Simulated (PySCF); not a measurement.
[AlCl6]3- (charge -3).
Bonds: Al1–Cl2, Al1–Cl3, Al1–Cl4, Al1–Cl5, Al1–Cl6, Al1–Cl7.

The closed-shell ground state was solved at several levels (PySCF, density fitting, gas phase, non-relativistic). Isolated species at its PBE0-D3(BJ)/def2-SVP geometry, gas phase. Whether so highly charged an anion holds all its electrons in the gas phase wasn't checked; a finite basis holds them in any case. The ion is multiply charged and computed without counter-ions or solvent. The geometry's basis has no diffuse functions, a weakness for an anion. The HOMO energy is positive, so at this level the finite basis confines the outermost electrons. No diffuse functions stand in pcSseg-1 (pcSseg-2 on Al), which bears on an anion's orbital energies.

| level | basis functions | HOMO (eV) | LUMO (eV) | gap (eV) |
| --- | --- | --- | --- | --- |
| PBE/pcSseg-1 (pcSseg-2 on Al) | 187 | 6.13 | 11.54 | 5.41 |
| PBE0/pcSseg-1 (pcSseg-2 on Al) | 187 | 4.68 | 12.39 | 7.71 |

**Question.** What might B3LYP/pcSseg-1 (pcSseg-2 on Al) (187 basis functions) give for the same quantities?

**Answer.** HOMO 5.03 eV, LUMO 12.19 eV, gap 7.16 eV.

**Question.** Over all these levels, which gives the widest orbital gap and which the narrowest?

**Answer.** PBE0/pcSseg-1 (pcSseg-2 on Al) (global hybrid, 25 % exact exchange) has the widest, 7.71 eV, and PBE/pcSseg-1 (pcSseg-2 on Al) (GGA) the narrowest, 5.41 eV. From the narrowest to the widest the HOMO moves by -1.45 eV and the LUMO by +0.85 eV.

**Question.** In the pcSseg-1 (pcSseg-2 on Al) basis, how does the gap go with the fixed share of exact exchange?

**Answer.** PBE (0 %) 5.41 eV; B3LYP (20 %) 7.16 eV; PBE0 (25 %) 7.71 eV. Each rise in the share widens the gap here.
